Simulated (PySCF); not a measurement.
Zr(Cl)3(SH) (Cl3HSZr), SMILES [SH][Zr]([Cl])([Cl])[Cl], multiplicity 1.

Geometry: B3LYP-D3(BJ)/def2-SVP. The spin state was assumed, not searched. The structure was generated by enumeration; whether it is a known compound was not checked. The def2 effective core potentials stand for the cores of Zr; spin–orbit coupling is left out. The values are those of a single conformer.

The numbers are results of PySCF with TDA-PBE/def2-SVPD, not measurements.

Vertical excitations.  State labels are in the subgroup Cs.

```
state  symmetry  energy (eV)  λ (nm)      f                                              main pairs
-----  --------  -----------  ------  -----  ------------------------------------------------------
S1           A"         3.45     359  0.003                                          HOMO→LUMO 99 %
S2           A'         4.02     308  0.025                      HOMO→LUMO+1 82 %, HOMO→LUMO+4 12 %
S3           A"         4.40     281  0.000                                        HOMO→LUMO+2 99 %
S4           A'         4.53     273  0.003                                        HOMO−1→LUMO 93 %
S5           A"         4.64     267  0.001                      HOMO−2→LUMO 52 %, HOMO→LUMO+3 46 %
S6           A"         4.71     264  0.012                      HOMO→LUMO+3 51 %, HOMO−2→LUMO 39 %
S7           A"         4.79     259  0.001                                      HOMO−1→LUMO+1 96 %
S8           A'         4.86     255  0.001  HOMO−3→LUMO 53 %, HOMO−2→LUMO+1 26 %, HOMO→LUMO+4 15 %
S9           A"         4.93     252  0.003                                        HOMO−4→LUMO 89 %
S10          A'         4.95     250  0.035  HOMO→LUMO+4 56 %, HOMO−3→LUMO 12 %, HOMO−1→LUMO+3 12 %
T1           A"         3.32     373      0                                         HOMO→LUMO 100 %
T2           A'         3.50     354      0                                        HOMO→LUMO+1 97 %
T3           A'         4.17     297      0                                        HOMO−1→LUMO 98 %
T4           A"         4.31     288      0                                        HOMO→LUMO+2 93 %
```
Triplets are in the Tamm–Dancoff approximation.
